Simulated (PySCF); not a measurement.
**Ti: excitation energy**

Ti [Ar] 3d2 4s2 (3F) → Ti [Ar] 3d3 4s1 (5F), as a difference of total energies. Computed with PySCF 2.14 in x2c-TZVPPall, with scalar relativity by spin-free X2C-1e. Correlated levels: valence: [Ar] frozen. The calculations carry no spin-orbit coupling.

| method | excitation energy (eV) | error (eV) |
| --- | --- | --- |
| UHF | 0.728 | -0.078 |
| MP2 (valence) | 0.956 | +0.150 |
| SCS-MP2 (valence) | 1.499 | +0.693 |
| CCSD (valence) | 1.079 | +0.273 |
| CCSD(T) (valence) | 1.103 | +0.297 |

Reference: 0.806 eV (measured; NIST levels, between the centres of gravity of the two terms).

Errors of the correlated levels include the incompleteness of this basis and the frozen core.
